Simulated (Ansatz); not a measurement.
# From Ge(CH3)4 to GeCl4: predicting a member

Gas-phase molecules. On one Ge centre, n of the CH3 ligands are replaced by Cl. The atomisation energy (no zero-point term) y in kJ/mol at CCSD(T)/def2-TZVPP. Shapes: PBE0-D4/def2-TZVP. Programs: Ansatz 0.2.0.

```
   molecule  n  y (kJ/mol)
   Ge(CH3)4  0        6193
 Ge(CH3)3Cl  1        5011
Ge(CH3)2Cl2  2        3813
 Ge(CH3)Cl3  3           ?
      GeCl4  4        1358
```

Q: Fit y = c + s·n to the known rows and predict Ge(CH3)Cl3.

A: 
1. Means of the 4 rows: n = 1.75000, y = 4093.8.
2. Σ(Δn)² = 8.75, Σ(Δn·Δy) = -10587, so the slope is -10587/8.75 = -1209.9.
3. Intercept: 4093.8 − (-1209.9) × 1.75000 = 6211.1. The largest residual of the fit is 22.
4. Ge(CH3)Cl3: 6211.1 + (-1209.9) × 3 = 2581 kJ/mol.

The run gave 2595 kJ/mol, so the prediction is off by -14 kJ/mol, within the largest residual. The steps per swap are -1182, -1198, -1218, -1237 kJ/mol. The slope is the difference between a Ge–Cl and a Ge–CH3 bond with the ligands’ own bonds. Other levels give for Ge(CH3)Cl3: PBE-D4/def2-TZVPP 2694; CCSD(T)/def2-SVP 2470; CCSD/def2-TZVPP 2546 kJ/mol. Spin-orbit coupling of the free atoms (CH3 0, Cl 4 kJ/mol each; the atoms kept shift only the intercept) is left out. Coupled cluster in double- or triple-zeta sets underbinds by a few per cent against its basis-set limit. Relativity is left out for Ge. Outer-core shells of Ge are correlated, in sets that cover them unevenly.
